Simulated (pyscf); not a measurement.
## F–Si(SiH₃)(SiH₃)–Cl (SMILES F[Si]([SiH3])([SiH3])Cl), singlet

Gas-phase minimum from PySCF at ωB97X-D3(BJ)/def2-SVP, one conformer. 

SMILES: F[Si]([SiH3])([SiH3])Cl
```xyz
11

F     -2.4349    -0.5560     0.2087
Si    -1.3363    -0.9330    -0.9397
Si    -1.7188     0.3797    -2.8239
Si     0.7947    -0.8763    -0.0038
Cl    -1.6805    -2.8949    -1.5102
H     -3.1112     0.1654    -3.3083
H     -0.7451    -0.0433    -3.8720
H     -1.5041     1.8215    -2.5066
H      0.8623    -1.8240     1.1437
H      1.1226     0.5051     0.4546
H      1.7647    -1.2870    -1.0602
```

Bonds (Å): F1–Si2 1.633, Si2–Si3 2.328, Si2–Si4 2.328, Si2–Cl5 2.072, Si3–H6 1.490, Si3–H7 1.492, Si3–H8 1.492, Si4–H9 1.490, Si4–H10 1.492, Si4–H11 1.492. Angles (°): F1–Si2–Si3 109.2, F1–Si2–Si4 109.1, F1–Si2–Cl5 107.5, Si3–Si2–Si4 117.5, Si3–Si2–Cl5 106.5, Si4–Si2–Cl5 106.6, Si2–Si3–H6 109.6, Si2–Si3–H7 107.6, Si2–Si3–H8 110.4, H6–Si3–H7 109.9, H6–Si3–H8 110.0, H7–Si3–H8 109.2, Si2–Si4–H9 109.6, Si2–Si4–H10 110.3 (the first ones only).

Properties at ωB97X-D3(BJ)/def2-SVP:

```yaml
harmonic_wavenumbers_unscaled: 83, 99, 105, 108, 125, 190, 230, 370, 446, 507, 519, 543, 582, 606, 876, 878, 912, 942, 947, 947, 951, 2248, 2252, 2257, 2260, 2269, 2270 cm⁻¹
zero_point_energy: 35.1 kcal/mol
rotational_symmetry_number: 1
Entropy of this conformer at 298 K and 1 atm, rigid rotor and harmonic oscillator, modes under 100 cm⁻¹ raised to 100: 402.6 J/(mol K)
dipole_moment: 1.72 D
```

Single-point totals, which compare only within one level:

```csv
level,total energy (hartree)
ωB97X-D3(BJ)/def2-TZVP,-1432.42405
PBE/def2-TZVP,-1431.57820
r²SCAN/def2-TZVP,-1432.16994
B3LYP-D3(BJ)/def2-TZVP,-1432.42508
PBE0-D3(BJ)/def2-TZVP,-1431.71608
M06-2X/def2-TZVP,-1432.19844
ωB97M-D3(BJ)/def2-TZVP,-1432.51012
```

Soft torsions are taken as harmonic, which can shift the entropy by several J/(mol K).
